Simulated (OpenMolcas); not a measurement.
Co6+: CASPT2 settings compared

```yaml
Program: OpenMolcas
Basis: ANO-L-VDZP [5s4p2d1f]
Scalar_Hamiltonian: non-relativistic, point nucleus
Active_space: 3 electrons in 10 orbitals (3d 4d)
State_averaging: 2S+1 = 4 even, 10 roots; 2S+1 = 2 even, 9 roots kept (CI in the orbitals of an earlier block)
Spin-orbit_coupling: RASSI with atomic mean-field integrals over the reference wave functions, term energies averaged over their components
```

Methods on the same reference wave functions:
A. CASSCF
B. SS-CASPT2, IPEA 0.15 Eh, imaginary shift 0.2 Eh (closed shells correlated: 3s 3p)
C. SS-CASPT2, IPEA 0.35 Eh, sigma2 regulariser 0.4 Eh (closed shells correlated: 2s 2p 3s 3p)
D. XMS-CASPT2, IPEA 0.15 Eh, real shift 0.2 Eh (closed shells correlated: 2s 2p 3s 3p)

Energies in cm⁻¹ above 3d³ ⁴F_3/2, the measured ground level; measured values from Sugar and Corliss, J. Phys. Chem. Ref. Data 10, 1097 (1981).

```json
{"Level": "3d³ ⁴F_3/2", "A": "0.0", "B": "0.0", "C": "0.0", "D": "0.0", "Measured": "0.0"}
{"Level": "3d³ ⁴F_5/2", "A": "603", "B": "603", "C": "603", "D": "603", "Measured": "698"}
{"Level": "3d³ ⁴F_7/2", "A": "1432", "B": "1430", "C": "1430", "D": "1431", "Measured": "1610"}
{"Level": "3d³ ⁴F_9/2", "A": "2473", "B": "2470", "C": "2470", "D": "2470", "Measured": "2723"}
{"Level": "3d³ ⁴P_1/2", "A": "23386", "B": "20360", "C": "20340", "D": "20510", "Measured": "21096"}
{"Level": "3d³ ⁴P_3/2", "A": "23749", "B": "20730", "C": "20700", "D": "20870", "Measured": "21304"}
{"Level": "3d³ ²G_7/2", "A": "23889", "B": "22070", "C": "22240", "D": "22780", "Measured": ""}
{"Level": "3d³ ⁴P_5/2", "A": "24353", "B": "21330", "C": "21310", "D": "21480", "Measured": "22187"}
```

Deviations, from unrounded energies. A percentage is the sum of absolute deviations over the sum of measured energies, with the sign that they share, or ± where signs differ.

```tsv
Against measurement	Levels	A	B	C	D
mean absolute deviation (cm-1)	6	1200	450	460	380
fine structure of the ground term (%)	3	-10.4	-10.5	-10.5	-10.5
other terms of the ground configuration (%)	3	+10.7	-3.4	-3.5	-2.7
```

D lies closest to measurement on these levels and A furthest from it. The largest miss of D in the table is 3d³ ⁴P_5/2, by -710 cm-1. The ranking rests on the paired levels alone, and a cruder setting can come out closer through cancelling errors.

Among B to D the level of the table that moves most is 3d³ ²G_7/2, by 700 cm-1 (lowest in B, highest in D). Moves below CASPT2's spread within the term are not significant.

The mean deviations of B to D differ by less than CASPT2's widest spread within a term (420 cm-1), so their order carries little weight.

From A to B the spin-free energies of the other terms of 3d³ shown, above ⁴F, scale by factors of 0.87 to 0.92, as is usual when dynamic correlation screens the repulsion within a d or f shell.

The lowest spin-free term lies below A's lowest term by 0.157 hartree in B, 0.164 hartree in C, 0.169 hartree in D.

Term energies are means over components that CASPT2 splits; among the terms shown or strongly mixed into the levels shown the widest spread is 420 cm-1 (3d³ ⁴F, B). Terms from blocks run as CI alone lack orbitals of their own. Active for correlation alone: 4d; no level in the range computed is led by a configuration that fills it, so any true level of that kind is missing. The basis is small and was not contracted for so high a charge. Without dynamic correlation excited terms often stand tens of per cent too high (terms of higher spin than the ground term too low), and those without a measured partner can miss by more than the paired ones (holds for A). Measured partners are found by configuration, term and J. A level has none where our copy of the source lacks it or the pairing is in doubt (some pairs that miss far off the trend of their configuration count as doubtful), and it then counts in no deviation. Levels of configurations outside the active space are missing. The table leaves out levels that lie high or whose names do not pair safely across all columns.
